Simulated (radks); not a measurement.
Spherical quantum dot in the effective-mass picture: electrons in a hard-walled sphere of radius 8.57, with a point charge +1 (a donor) at the centre, all in effective atomic units (hartree* = m*/eps^2 hartree, bohr* = eps/m* bohr), one dielectric constant everywhere. Calculated with a radial shooting solver with Libxc functionals: non-relativistic Kohn-Sham, LDA (Slater exchange, Perdew-Wang correlation), spin-polarised, spherical densities. Levels are named by radial order and angular momentum (1s, 1p, 1d, 2s, ...), and open shells are averaged over m.

N = 4, configuration 1s2 1p(up 2, down 0). This is the lowest configuration that the search found. Occupied and some empty levels:

| level | occupation | eigenvalue (hartree*) | <r> (bohr*) |
|---|---|---|---|
| 1s up | 1 | 0.40020 | 3.185 |
| 1s down | 1 | 0.40250 | 2.501 |
| 1p up | 2 | 0.49241 | 5.444 |
| 2s up | 0 | 0.51519 | 4.236 |
| 1p down | 0 | 0.52355 | 5.428 |
| 2s down | 0 | 0.52951 | 4.800 |
| 1d up | 0 | 0.56867 | 5.797 |
| 1d down | 0 | 0.60035 | 5.812 |
| 1f up | 0 | 0.66559 | 6.043 |
| 1f down | 0 | 0.69676 | 6.065 |

Energy (hartree*): total 0.209758, kinetic 0.73441, external -1.6475, Hartree 1.7783, exchange-correlation -0.65541.
